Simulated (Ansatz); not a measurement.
Abridged output of a molecular run in Ansatz:

```
Functional definition: HF
1798 factors; integrals over basis functions are off by at most 8.3e-4 eV
mean field evaluation 1: about -47688.2785 eV, gradient 5.1e1 eV
mean field evaluation 2: about -47688.7097 eV, gradient 5.2e1 eV
mean field evaluation 4: about -47694.0537 eV, gradient 5.0e0 eV
mean field evaluation 8: about -47694.1698 eV, gradient 5.8e-1 eV
mean field -47694.17123987 eV, -1752.7284647950 hartree, gradient 1.3e-6 eV, S^2 0.000000; 0 other end points of the search recorded, 0 dependent functions left out
20 core orbitals not correlated: weight in the atoms' cores, before any rotation towards them, 1.000 or more for the frozen orbitals, at most 0.000 for the correlated occupied ones
reference -47694.17123987 eV, -1752.7284647950 hartree; 25, 25 occupied and 236, 236 virtual orbitals, 1798 factors
second order -44.38519229 eV of doubles, -0.00000000 eV of singles
cycle   1  -44.34180000 eV  change    4.3e-2 eV  update   1.4e-1
cycle   2  -45.30642286 eV  change   -9.6e-1 eV  update   4.1e-2
cycle   3  -45.52358311 eV  change   -2.2e-1 eV  update   1.8e-2
cycle   4  -45.50153948 eV  change    2.2e-2 eV  update   3.8e-3
cycle   5  -45.49891195 eV  change    2.6e-3 eV  update   1.7e-3
cycle   6  -45.49972368 eV  change   -8.1e-4 eV  update   5.4e-4
cycle   7  -45.49949361 eV  change    2.3e-4 eV  update   2.3e-4
cycle   8  -45.49927861 eV  change    2.2e-4 eV  update   6.9e-5
cycle   9  -45.49929948 eV  change   -2.1e-5 eV  update   2.3e-5
perturbative correction -1.82368652 eV, -0.0670192433 hartree
Total energy: -47741.49422587 eV, -1754.4675524537 hartree
```

Its atoms:

Cartesian coordinates in Å:
```
F 1.1766 1.1451 0.6905
C 0.1499 0.7977 -0.0727
F 0.4375 1.0998 -1.3310
F -0.9102 1.5016 0.2991
C -0.1365 -0.7266 0.0662
Cl -1.5030 -1.1334 -0.9632
Cl -0.5112 -1.0725 1.7492
Cl 1.2970 -1.6116 -0.4381
```

(1) Which basis set was used?
A. def2-SVP
B. def2-TZVPP
C. def2-QZVPP
D. def2-SVPD

(2) Write the keys of the input that set method, charge and spin (a neutral closed shell needs none for the last two).

## Answers

(1) B. It gives 281 functions.

(2) 
```yaml
correlation: {method: ccsd_t}
```
